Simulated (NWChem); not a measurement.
System: TlI cation, doublet; SMILES of the neutral closed-shell parent [I][Tl]

Results from NWChem. Spin-unrestricted. The state is orbitally degenerate and is run as one real component. This spin state was assumed; another may lie lower. No stability test was run on the SCF state. def2 effective core potentials on I, Tl; no spin-orbit coupling. Each level has its own optimisation; frequencies are unscaled.

```tsv
level	r I–Tl (Å)	highest harmonic frequency (cm⁻¹)	zero-point energy (kcal/mol)
CAM-B3LYP/def2-SVP	3.246	44	0.1
PBE/def2-SVP	3.367	74	0.1
PBE0/def2-SVP	___	___	0.1
```

**Question.** What belongs in the gaps?

**Answer.** 
- PBE0/def2-SVP, r I–Tl (Å): 3.403
- PBE0/def2-SVP, highest harmonic frequency (cm⁻¹): 69
